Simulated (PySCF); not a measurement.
Species: C9H18Se.
SMILES with atom numbers: `[CH3:1][CH2:2][C@@H:3]1[CH2:4][CH2:5][CH2:6][CH2:7][Se:8][C@@H:9]1[CH3:10]` (hydrogens: H11, H12, H13 on C1; H14, H15 on C2; H16 on C3; H17, H18 on C4; H19, H20 on C5; H21, H22 on C6; H23, H24 on C7; H25 on C9; H26, H27, H28 on C10)

Structure used (PBE0-D3(BJ)/def2-SVP), in Å, numbered top down from 1:
```
atom  x, y, z in Å
C1    -3.056   -0.937    0.944
C2    -2.061    0.213    0.912
C3    -0.943    0.077   -0.126
C4    -0.205   -1.257    0.050
C5     1.122   -1.452   -0.696
C6     2.378   -1.142    0.121
C7     2.672    0.321    0.403
Se8    1.279    1.311    1.350
C9    -0.008    1.294   -0.146
C10   -0.719    2.636   -0.225
H11   -3.485   -1.125   -0.055
H12   -2.601   -1.876    1.290
H13   -3.892   -0.712    1.623
H14   -1.593    0.331    1.906
H15   -2.614    1.146    0.723
H16   -1.419    0.068   -1.128
H17   -0.022   -1.407    1.128
H18   -0.897   -2.058   -0.249
H19    1.130   -0.877   -1.640
H20    1.191   -2.507   -1.004
H21    2.314   -1.687    1.079
H22    3.256   -1.556   -0.407
H23    3.569    0.418    1.033
H24    2.872    0.874   -0.529
H25    0.643    1.206   -1.029
H26   -0.002    3.443   -0.433
H27   -1.239    2.890    0.711
H28   -1.472    2.624   -1.030
```

Method: PBE0-D3(BJ)/def2-SVP geometry optimisation, gas phase in PySCF.

Masses are those of the commonest isotopes; rigid-rotor values at the optimised geometry. The values belong to one conformer with, in the numbering `[CH3:1][CH2:2][C@@H:3]1[CH2:4][CH2:5][CH2:6][CH2:7][Se:8][C@@H:9]1[CH3:10]`, C1–C2–C3–C4 -54°, C2–C3–C4–C5 -168°, C3–C4–C5–C6 96°, C4–C5–C6–C7 -73°, C5–C6–C7–Se8 58°.

Give the principal moments of inertia and the rotational constants in cm⁻¹.

Ia = 423.26, Ib = 646.46, Ic = 873.94 u·Å²; 505379 MHz·u·Å²/I gives 1194, 781.8 and 578.3 MHz, that is A = 0.03983, B = 0.02608, C = 0.01929 cm⁻¹.

Classify the top.

An asymmetric top. Ray's parameter κ = (2B − A − C)/(A − C) = -0.339; −1 is the prolate and +1 the oblate limit.

What does the inertial defect say?

Not planar: Δ = Ic − Ia − Ib = -195.78 u·Å². For a rigid frame Δ = −2 Σ m c², so Σ m c² = 97.89 u·Å² lies off the ab plane: 27.48 from hydrogen and 70.42 from heavier atoms. The atom farthest from that plane is 2.16 Å away.

Give the other two planar moments, Paa and Pbb, and the rms extents of the mass along the axes.

Paa = Σ m a² = (Ib + Ic − Ia)/2 = 548.57 and Pbb = Σ m b² = (Ia + Ic − Ib)/2 = 325.37 u·Å². With the mass M = 206.06 u, the rms extents √(P/M) along a, b and c are 1.63, 1.26, 0.69 Å.

List the rotational levels J(Ka,Kc) to J = 2 (MHz).

Above 0(0,0):
J = 1: 1(0,1) 1360, 1(1,1) 1772, 1(1,0) 1976
J = 2: 2(0,2) 4021, 2(1,2) 4289, 2(1,1) 4899, 2(2,1) 6136, 2(2,0) 6195
Those of J = 1 are B + C, A + C and A + B.

Which lines would a microwave search look for?

The dipole components are |μa| = 0.38 D, |μb| = 1.08 D, |μc| = 1.11 D. The squared components, which scale the intensities, stand as 0.11 : 0.94 : 1.00 (a : b : c). Some lines, for components of 0.1 D or more:

```
type  branch         J(Ka,Kc)   MHz  lower level (cm⁻¹)
   c       Q  1(1,1) ← 1(0,1)   412               0.045
   a       Q  2(1,1) ← 2(1,2)   610               0.143
   a       Q  4(2,2) ← 4(2,3)   686               0.521
   a       Q  3(1,2) ← 3(1,3)  1210               0.268
   b       Q  2(2,0) ← 2(1,1)  1296               0.163
   b       Q  3(1,2) ← 3(0,3)  1348               0.263
   a       R  1(0,1) ← 0(0,0)  1360               0.000
   b       R  1(1,1) ← 0(0,0)  1772               0.000
   c       R  1(1,0) ← 0(0,0)  1976               0.000
   b       Q  4(3,1) ← 4(2,2)  2129               0.544
   b       R  2(0,2) ← 1(1,1)  2249               0.059
   c       Q  3(3,1) ← 3(2,1)  2335               0.350
   b       Q  3(3,0) ← 3(2,1)  2346               0.350
   b       Q  3(3,1) ← 3(2,2)  2603               0.341
   a       R  2(0,2) ← 1(0,1)  2661               0.045
   b       R  2(1,2) ← 1(0,1)  2929               0.045
   a       R  3(1,2) ← 2(1,1)  4342               0.163
   c       R  2(2,1) ← 1(1,1)  4364               0.059
   b       R  4(1,4) ← 3(0,3)  5080               0.263
   c       R  3(2,1) ← 2(1,1)  5584               0.163
   a       R  4(1,3) ← 3(1,2)  5693               0.308
   b       R  3(3,1) ← 2(2,0)  6624               0.207
   c       R  4(2,3) ← 3(1,3)  7579               0.268
   b       R  4(3,1) ← 3(2,2)  8208               0.341
   b       R  4(2,2) ← 3(1,3)  8264               0.268
   c       R  4(4,0) ← 3(3,0)  9043               0.428
   c       R  4(4,1) ← 3(3,1)  9052               0.428
```

Estimate the classical rotational partition function at 25 K, 50 K and 500 K.

Point group C1, symmetry number σ = 1; q = (√π/σ)·√((kT/h)³/(ABC)), k/h = 20836.6 MHz/K: 28700 at 25 K, 81100 at 50 K, 2570000 at 500 K.

No PBE0-D3(BJ)/def2-SVP frequencies stand behind this structure, so it isn't proved a minimum. Constants of a rigid frame at the computed geometry: no zero-point averaging, no centrifugal distortion. A rigid rotor knows nothing of internal rotation, which can split or shift real lines.

The run took 4.8 min wall on one thread, Arm Neoverse N1, on a shared host. This is the geometry optimisation.
